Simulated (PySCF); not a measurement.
CH6FNOSi2, SMILES O1[Si@H](F)CN[SiH2]1.

The structure is a stationary point at ωB97X-D3(BJ)/def2-SVP. The structure was generated by enumeration; whether it is a known compound was not checked. The values are those of a single conformer.

Calculation: TDA-M06-2X/def2-SVPD in PySCF 2.14.0.

Vertical excitations. The molecule is in vacuum.

| state | energy (eV) | λ (nm) | f | main pairs |
|---|---|---|---|---|
| S1 | 6.07 | 204 | 0.007 | HOMO→LUMO 70 %, HOMO→LUMO+1 22 % |
| S2 | 6.27 | 198 | 0.002 | HOMO→LUMO+1 63 %, HOMO→LUMO 21 % |
| S3 | 7.22 | 172 | 0.011 | HOMO→LUMO+2 82 % |
| S4 | 7.47 | 166 | 0.001 | HOMO→LUMO+5 31 %, HOMO→LUMO+3 19 %, HOMO→LUMO+6 18 %, HOMO→LUMO+4 16 % |
| S5 | 7.63 | 163 | 0.009 | HOMO→LUMO+4 41 %, HOMO→LUMO+3 35 %, HOMO→LUMO+7 7 % |
| S6 | 7.72 | 161 | 0.023 | HOMO→LUMO+3 28 %, HOMO→LUMO+4 23 %, HOMO→LUMO+5 19 %, HOMO→LUMO+6 15 % |
| S7 | 8.02 | 155 | 0.000 | HOMO−2→LUMO+1 58 %, HOMO−1→LUMO+1 10 %, HOMO−2→LUMO 10 % |
| S8 | 8.13 | 153 | 0.003 | HOMO−1→LUMO+2 37 %, HOMO−1→LUMO 30 %, HOMO−1→LUMO+1 8 %, HOMO−2→LUMO+1 7 % |
| S9 | 8.23 | 151 | 0.014 | HOMO→LUMO+6 42 %, HOMO→LUMO+8 24 %, HOMO→LUMO+5 15 % |
| S10 | 8.44 | 147 | 0.014 | HOMO→LUMO+7 74 % |
| T1 | 5.80 | 214 | 0 | HOMO→LUMO 66 %, HOMO→LUMO+1 19 % |
| T2 | 6.15 | 201 | 0 | HOMO→LUMO+1 64 %, HOMO→LUMO 17 % |
| T3 | 7.09 | 175 | 0 | HOMO→LUMO+2 71 % |
| T4 | 7.31 | 170 | 0 | HOMO→LUMO+3 36 %, HOMO→LUMO+5 33 %, HOMO→LUMO+6 11 %, HOMO→LUMO+7 6 % |
Triplets are in the Tamm–Dancoff approximation.
